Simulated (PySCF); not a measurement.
**Interval between two levels of Ga by level of theory**

Ga [Ar] 3d10 4s2 4p1 [2P3/2, M_J = 3/2] → Ga [Ar] 3d10 4s2 4d1 [2D5/2, M_J = 5/2], as a difference of total energies. Calculation: PySCF 2.14, in x2c-SVPall-2c with one added diffuse shell each of s, p, d type (6s7p4d, 47 functions); the two-component X2C-1e Hamiltonian. Correlated levels: [Ne] frozen; the 6 highest virtual spinors dropped. "Screened" scales the spin-orbit matrix elements by Boettger's factors to mimic the two-electron term; Breit and QED terms are absent.

```csv
method,interval between two levels (cm⁻¹)
GHF (spin-free),44014
GMP2 (spin-free),45313
GHF (screened spin-orbit),43759
GMP2 (screened spin-orbit),45048
```

The spin-free rows lack the spin-orbit shift.

Errors of the correlated levels include the incompleteness of this basis and the frozen core.

The promoted electron is Rydberg-like, and one or two diffuse shells describe it only roughly, which tends to raise the upper state.

For comparison: 33962 cm⁻¹ (measured; NIST Handbook of Basic Atomic Spectroscopic Data (Sansonetti and Martin, J. Phys. Chem. Ref. Data 34, 1559 (2005))).
